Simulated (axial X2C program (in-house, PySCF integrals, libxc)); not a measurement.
Nuclear properties of NaTl⁻

Calculated with an in-house all-electron X2C program for linear molecules (integrals from PySCF): two-component X2C with atomic mean-field Coulomb and Gaunt terms, Gaussian nuclei, basis Tl dyall-acv3z, Na dyall-av3z with contracted cores.

R = 3.277 Å (near the PBE0 minimum at charge -1 of the determinant lowest at the starting distance; the state shown can have its own minimum elsewhere).

Input and command:
```json
{"zs": [81, 11], "q": -1, "bas": ["dyall-acv3z", "dyall-av3z"], "r0": 2.99, "levels": ["PBE0", "HF", "PBE", "PBE50", "BHandHLYP"], "nst": 3}
```
```bash
python soeom.py task.json out
```

Keys: zs atomic numbers; q charge; bas basis sets; r0 starting distance in Å; levels methods; nst determinants followed.

Determinant lowest in the PBE0 search, Ω = 1/2 (⟨Sz⟩ = -0.30, ⟨Lz⟩ = 0.80 at PBE0), spin on the atoms Tl -0.55, Na 0.24:

```tsv
level	Eeff magnitude (GV/cm)	Ws magnitude Tl (kHz)	A∥/gI Tl (MHz)	qzz Tl (a.u.)	A∥/gI Na (MHz)	qzz Na (a.u.)
PBE0	25.5	59.9	4440	-3.11	80.9	-0.06
HF	42.5	101	6470	-3.81	70.1	-0.13
PBE	17.6	41.1	3850	-3.12	71.8	-0.04
PBE50	32.6	77	4970	-3.38	85.8	-0.07
BHandHLYP	34.6	81.2	3940	-3.43	116	-0.06
```

Eeff is the effective electric field on the electron electric dipole moment in this Ω state and Ws the scalar–pseudoscalar constant of the nucleus named (defined with the proton number Z and per Ω); A∥ (defined per Ω) follows by multiplying with gI = μI/(I μN); qzz is the electric field gradient, eQq0 = 234.96 MHz × Q/barn × qzz. The operators were transformed with the bare-nucleus X2C matrices; with these basis sets, hyperfine constants and field gradients can be off by tens of per cent, and where levels differ in sign neither size nor sign is settled.

(1) With gI(205Tl) = 3.2764, gI(23Na) = 1.4783 (g factors from the IAEA table of nuclear moments by Stone), turn the PBE0 values of the first state into constants in MHz.

Each state is one determinant with collinear spin. Unrestricted Hartree–Fock can overshoot spin polarisation at the nuclei. For an anion, determinants above electron detachment, or with a positive highest level, are held by the basis set. Where Eeff spreads by more than a factor of two the levels disagree and none is to be relied on. The search compared states at one distance, so a state with another bond length can lie lower. Where a field gradient or hyperfine factor spreads by more than a factor of two over the levels, a constant derived from it is not to be relied on.

## Answers

(1) A∥(205Tl) = 4440 × 3.2764 = 14500 MHz; A∥(23Na) = 80.9 × 1.4783 = 120 MHz.
